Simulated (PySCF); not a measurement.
# SMILES C=C(C)[BH2-][AsH2+]C, C$_{4}$H$_{12}$AsB

Molfile (atoms numbered from 1):
```
C4H12AsB
     RDKit          3D

 18 17  0  0  0  0  0  0  0  0999 V2000
   -1.1299   -0.1621    1.4167 C   0  0  0  0  0  0  0  0  0  0  0  0
   -1.2823   -0.1124    0.0989 C   0  0  0  0  0  0  0  0  0  0  0  0
   -2.4294   -0.8496   -0.5358 C   0  0  0  0  0  0  0  0  0  0  0  0
   -0.3393    0.7124   -0.9003 B   0  0  0  0  0  0  0  0  0  0  0  0
    1.4554    1.1133    0.1091 As  0  0  0  0  0  4  0  0  0  0  0  0
    2.4818   -0.4783    0.5790 C   0  0  0  0  0  0  0  0  0  0  0  0
   -0.3269    0.3786    1.9190 H   0  0  0  0  0  0  0  0  0  0  0  0
   -1.8029   -0.7056    2.0654 H   0  0  0  0  0  0  0  0  0  0  0  0
   -2.0511   -1.5906   -1.2387 H   0  0  0  0  0  0  0  0  0  0  0  0
   -3.0453   -0.1515   -1.1004 H   0  0  0  0  0  0  0  0  0  0  0  0
   -3.0512   -1.3504    0.2049 H   0  0  0  0  0  0  0  0  0  0  0  0
    0.1077    0.0664   -1.8078 H   0  0  0  0  0  0  0  0  0  0  0  0
   -0.7872    1.7554   -1.2557 H   0  0  0  0  0  0  0  0  0  0  0  0
    2.5021    1.8318   -0.6671 H   0  0  0  0  0  0  0  0  0  0  0  0
    1.7014    1.9340    1.3340 H   0  0  0  0  0  0  0  0  0  0  0  0
    3.4625   -0.2341    0.9857 H   0  0  0  0  0  0  0  0  0  0  0  0
    2.6042   -1.0846   -0.3207 H   0  0  0  0  0  0  0  0  0  0  0  0
    1.9216   -1.0662    1.3077 H   0  0  0  0  0  0  0  0  0  0  0  0
  1  2  2  0
  2  3  1  0
  2  4  1  0
  4  5  1  0
  5  6  1  0
  1  7  1  0
  1  8  1  0
  3  9  1  0
  3 10  1  0
  3 11  1  0
  4 12  1  0
  4 13  1  0
  5 14  1  0
  5 15  1  0
  6 16  1  0
  6 17  1  0
  6 18  1  0
M  CHG  2   4  -1   5   1
M  END
```

Method: GIAO KT3/pcSseg-1 magnetisability, rotational g tensor and spin-rotation constants, non-relativistic, gas phase (PySCF). Geometry: GFN2-xTB.

The calculation is non-relativistic, which matters for the atoms heavier than Zn.

How diamagnetic is it, and how anisotropic?

Isotropic -1382 × 10⁻³⁰ J/T², or -83.2 × 10⁻⁶ cm³/mol; principal values -1477, -1344, -1327 × 10⁻³⁰ J/T², anisotropy 142 × 10⁻³⁰ J/T² (root of half the summed squared differences of the principal values). The susceptibility is in cgs units.

Split it along the inertial axes a, b, c into diamagnetic and paramagnetic parts about the centre of mass, with the quadrupole moment.


```tsv
axis	χ (10⁻⁶ cm³/mol)	diamagnetic (10⁻⁶ cm³/mol)	paramagnetic (10⁻⁶ cm³/mol)	summed x² of all electrons (Å²)	quadrupole Θ (D Å)
a	-81.5	-413.1	331.6	234.4	+3.52
b	-83.6	-1159.5	1075.9	58.4	-2.81
c	-84.7	-1242.1	1157.4	38.9	-0.71
```
Anisotropies 2χaa − χbb − χcc = +5.3 and 2χbb − χaa − χcc = -1.0 × 10⁻⁶ cm³/mol. Θ is traceless in Buckingham's convention.

And the rotational g tensor?


```
axis  rotational constant (GHz)        g  nuclear part  electronic part
   a                     4.3972  -0.0293        0.6557          -0.6850
   b                     1.1612  -0.0046        0.5824          -0.5869
   c                     1.0788  -0.0043        0.5823          -0.5866
```
Asymmetric top; isotopes 75As, 11B, 12C, 1H; no vibrational averaging.
